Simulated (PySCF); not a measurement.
## Cu: ionisation energy

Cu [Ar] 3d10 4s1 (2S) → Cu⁺ [Ar] 3d10 (1S), as a difference of total energies. Calculation: PySCF 2.14, in cc-pVTZ-PP with ECP10MDF; a scalar-relativistic core potential. Correlated levels: valence: 3s2 3p6 frozen. The calculations carry no spin-orbit coupling.

**Question.** Order these methods by the ionisation energy they give, lowest first.
A. PBE
B. SCS-MP2 (valence)
C. MP2 (valence)
D. PBE0

**Answer.** B (7.327 eV), C (7.476 eV), D (7.915 eV), A (8.296 eV).

Errors of the correlated levels include the incompleteness of this basis and the frozen core.

For comparison: 7.726 eV (measured; NIST Atomic Spectra Database, ionization energies).
